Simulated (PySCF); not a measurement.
# A small calculation by hand: entropy of an ideal gas

OsO4, SMILES [O]=[Os](=[O])(=[O])=[O], multiplicity 1.

Geometry optimised at B3LYP-D3(BJ)/def2-SVP. The spin state was assumed, not searched. The isomer is the one that the SMILES or the coordinates give; other isomers of the formula were not compared. The def2 effective core potentials stand for the cores of Os; spin–orbit coupling is left out.

B3LYP-D3(BJ)/def2-SVP run with PySCF gives the harmonic wavenumbers 335, 335, 335, 339, 339, 994, 994, 994, 1012 cm⁻¹ and the rotational temperatures 0.1953, 0.1953, 0.1953 K. The molar mass is 254.23 g/mol, the symmetry number 12, the spin multiplicity 1.

Question: Work out the entropy at 298.15 K and 1 atm in the rigid-rotor, harmonic-oscillator model.

Answer: 
Translation (Sackur–Tetrode at 1 atm): S = R[1.5 ln M + 2.5 ln T − 1.16487] = 177.8 J/(mol K).
Rotation: q = (√π/σ) T^1.5/√(θA θB θC) = 8810, S = R[ln q + 3/2] = 88.0 J/(mol K).
Vibration: with u = 1.4388 ν/T, each mode gives R[u/(e^u − 1) − ln(1 − e^−u)]:
```csv
ν (cm⁻¹),modes,u,S (J/(mol K))
335,3,1.62,15.51
339,2,1.64,10.18
994,3,4.80,1.20
1012,1,4.88,0.37
```
These are all the modes. Sum 27.3 J/(mol K).
Spin: R ln 1 = 0.0 J/(mol K).
Total 293.1 J/(mol K); the program's own thermochemistry gives 293.1. Translation makes up 61 % and vibration 9 %. Anharmonicity, hindered rotation and orbital degeneracy are left out.
